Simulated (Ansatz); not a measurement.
```tsv
atom	x (Å)	y (Å)	z (Å)
O	-0.0069	-0.0050	-0.4256
O	0.0097	1.0599	0.2080
O	0.0086	-1.0635	0.2059
```

Basis set: 6-31G* (spherical functions). Frozen core: 3 orbitals. Charge 0, multiplicity 1.

Computed with Ansatz (development build ahead of 0.2.0); each method stands on the lowest determinant of its kind that the runs found. Restricted open shells among the atoms or ions are ROHF, correlated in semicanonical orbitals with singles.

The atomization energy at this shape (free ground-state atoms in the same class of orbitals less the molecule, no zero-point energy) of singlet O3:

```
method  atomization energy
   RHF     -50.25 kcal/mol
```

(1) What does RHF-MP2 give?

Results:

(1) 136.32 kcal/mol. Caution: in another basis set an unrestricted determinant lies well below; the shape is not the minimum. Caution for RHF: the molecule lies well above its atoms at this level.
